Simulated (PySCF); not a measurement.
Compound: C7H12P (charge +1).
Bonds: C1–C2 (double), C2–C3, C3–C4 (double), C4–C5, C4–P6, P6–C7, C7–C8, C3–C8. Hydrogens: H9, H10 on C1; H11 on C2; H12, H13, H14 on C5; H15, H16 on P6; H17, H18 on C7; H19, H20 on C8.

The same species was optimised twice, with GFN2-xTB and with PBE0-D3(BJ)/def2-SVP (PySCF), and the same property calculations (PySCF, gas phase) were run on both structures.

| coordinate | GFN2-xTB | PBE0-D3(BJ)/def2-SVP | change |
| --- | --- | --- | --- |
| C2–C3 (Å) | 1.444 | 1.453 | +0.009 |
| C1=C2 (Å) | 1.333 | 1.342 | +0.009 |
| C3=C4 (Å) | 1.361 | 1.368 | +0.007 |
| C7–C8 (Å) | 1.545 | 1.539 | -0.006 |
| C4–P6 (Å) | 1.778 | 1.773 | -0.005 |
| C3–C8 (Å) | 1.507 | 1.511 | +0.004 |
| P6–C7 (Å) | 1.813 | 1.811 | -0.002 |
| C4–C5 (Å) | 1.493 | 1.493 | 0.000 |
| C5–C4–P6 (°) | 119.6 | 122.0 | +2.4 |
| C3–C4–P6 (°) | 109.8 | 108.2 | -1.6 |
| C4–P6–C7 (°) | 96.6 | 98.1 | +1.5 |
| C2–C3–C4 (°) | 123.5 | 122.6 | -0.9 |
| P6–C7–C8 (°) | 104.7 | 103.8 | -0.9 |
| C4–C3–C8 (°) | 116.8 | 117.5 | +0.7 |
| C3–C4–C5 (°) | 130.5 | 129.9 | -0.6 |
| C1–C2–C3 (°) | 125.0 | 124.4 | -0.6 |
| C1–C2–C3–C4 (°) | 173 | 179 | +6 |

Rotational constants: A = 2626, B = 1377, C = 928.7 MHz (GFN2-xTB) against A = 2585, B = 1385, C = 926.9 MHz (PBE0-D3(BJ)/def2-SVP).

On the GFN2-xTB structure: HOMO (eV) -11.14 [PBE0/pcSseg-1]; LUMO (eV) -5.72 [PBE0/pcSseg-1]; GIAO shielding of C1 (ppm) 41.9 [PBE0/pcSseg-1]; GIAO shielding of C2 (ppm) 53.0 [PBE0/pcSseg-1]; GIAO shielding of C3 (ppm) 12.6 [PBE0/pcSseg-1]; GIAO shielding of C4 (ppm) 77.2 [PBE0/pcSseg-1]; GIAO shielding of C5 (ppm) 172.2 [PBE0/pcSseg-1]; GIAO shielding of P6 (ppm) 344.4 [PBE0/pcSseg-1]; GIAO shielding of C7 (ppm) 174.0 [PBE0/pcSseg-1]; GIAO shielding of C8 (ppm) 148.8 [PBE0/pcSseg-1].

Problem. What do these properties become on the PBE0-D3(BJ)/def2-SVP structure?

Solution. 
```tsv
property	level	on GFN2-xTB	on PBE0-D3(BJ)/def2-SVP	change
HOMO (eV)	PBE0/pcSseg-1	-11.14	-11.13	+0.01
LUMO (eV)	PBE0/pcSseg-1	-5.72	-5.77	-0.05
energy, GFN2-xTB geometry as zero (kcal/mol)	PBE0/pcSseg-1	0.0	-1.1	-1.1
GIAO shielding of C1 (ppm)	PBE0/pcSseg-1	41.9	38.3	-3.6
GIAO shielding of C2 (ppm)	PBE0/pcSseg-1	53.0	50.4	-2.6
GIAO shielding of C3 (ppm)	PBE0/pcSseg-1	12.6	10.3	-2.3
GIAO shielding of C4 (ppm)	PBE0/pcSseg-1	77.2	76.9	-0.3
GIAO shielding of C5 (ppm)	PBE0/pcSseg-1	172.2	171.2	-1.0
GIAO shielding of P6 (ppm)	PBE0/pcSseg-1	344.4	337.6	-6.8
GIAO shielding of C7 (ppm)	PBE0/pcSseg-1	174.0	173.6	-0.4
GIAO shielding of C8 (ppm)	PBE0/pcSseg-1	148.8	149.7	+0.9
```

The heavy atoms differ by 0.030 Å rms after alignment. Among bonds between heavy atoms C1=C2 and C2–C3 change most and about equally (+0.009 Å). Changes are differences of the printed values. Neither structure is proved a minimum here. The structure is a single PBE0-D3(BJ)/def2-SVP conformer in the gas phase; no vibrational or solvent corrections.
